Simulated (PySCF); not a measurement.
Isomers of C5H7NOS, one GFN2-xTB conformer each. Single-point energies are computed at PBE0/pcSseg-1 (PySCF, gas phase, no added dispersion term), electronic only.

Question: Rank them by PBE0/pcSseg-1 energy, lowest first (kcal/mol).
A. `[CH3:1][S:2]/[CH:3]=[CH:4]/[O:5][CH2:6][C:7]#[N:8]` with C1–S2–C3–C4 -150°, C3–C4–O5–C6 0°, C4–O5–C6–C7 176°
B. `[CH3:1][O:2][C:3](=[S:4])[CH2:5][CH2:6][C:7]#[N:8]` with C1–O2–C3–S4 1°, O2–C3–C5–C6 115°, C3–C5–C6–C7 -61°
C. `[CH3:1][O:2][CH2:3][c:4]1[cH:5][s:6][cH:7][n:8]1` with C1–O2–C3–C4 -69°, O2–C3–C4–C5 -60°
D. `[CH3:1][O:2][C:3](=[S:4])[C@H:5]([CH3:6])[C:7]#[N:8]` with C1–O2–C3–S4 -1°, O2–C3–C5–C6 61°
E. `[CH3:1][CH2:2][S:3][c:4]1[cH:5][o:6][cH:7][n:8]1` with C1–C2–S3–C4 76°, C2–S3–C4–C5 -177°
F. `O=[S@@]1CC[C@@]12C=NC2`
G. `[CH3:1][CH2:2][S:3][c:4]1[cH:5][n:6][cH:7][o:8]1` with C1–C2–S3–C4 180°, C2–S3–C4–C5 180°
H. `[CH3:1][CH2:2][O:3][c:4]1[cH:5][n:6][cH:7][s:8]1` with C1–C2–O3–C4 -75°, C2–O3–C4–C5 171°

Answer: E (0.0), G (2.4), C (5.8), H (6.1), B (6.5), D (9.1), A (32.2), F (66.1).

As drawn, the lowest has an aromatic ring, which the highest lacks; the highest has a four-membered ring, a C=N bond and an S=O bond, which the lowest lacks. Neighbours under 2.5 kcal/mol apart (CCSc1cocn1 and CCSc1cnco1; COCc1cscn1 and CCOc1cncs1; CCOc1cncs1 and COC(=S)CCC#N) can change places with a better method, another conformer or zero-point energy. GFN2-xTB itself gives, in the same order: 0.0, 2.5, 8.5, 1.5, 25.5, 26.6, 51.0, 48.4. Both levels put the same isomer lowest; measured from each level's own lowest isomer, the values differ by up to 19.0 kcal/mol (COC(=S)CCC#N: 25.5 against 6.5).

Question: Which frontier levels, dipoles and rotational constants go with these structures?

Answer: 
| SMILES | HOMO (eV, PBE0/pcSseg-1) | LUMO (eV) | dipole (D) | A, B, C (MHz) |
| --- | --- | --- | --- | --- |
| CCSc1cocn1 | -6.11 | -0.22 | 0.81 | 3743, 1213, 984.6 |
| CCSc1cnco1 | -6.12 | -0.02 | 3.07 | 5359, 998.0, 850.3 |
| COCc1cscn1 | -7.23 | -0.97 | 1.24 | 4110, 1049, 989.3 |
| CCOc1cncs1 | -6.43 | -0.47 | 3.31 | 3872, 1276, 1060 |
| COC(=S)CCC#N | -6.90 | -1.65 | 3.19 | 2367, 1256, 1047 |
| COC(=S)[C@H](C)C#N | -7.04 | -1.87 | 3.64 | 2343, 1220, 1109 |
| CS/C=C/OCC#N | -6.21 | -0.07 | 4.39 | 7133, 562.6, 530.2 |
| O=[S@@]1CC[C@@]12C=NC2 | -6.82 | -0.93 | 4.49 | 3044, 1643, 1328 |
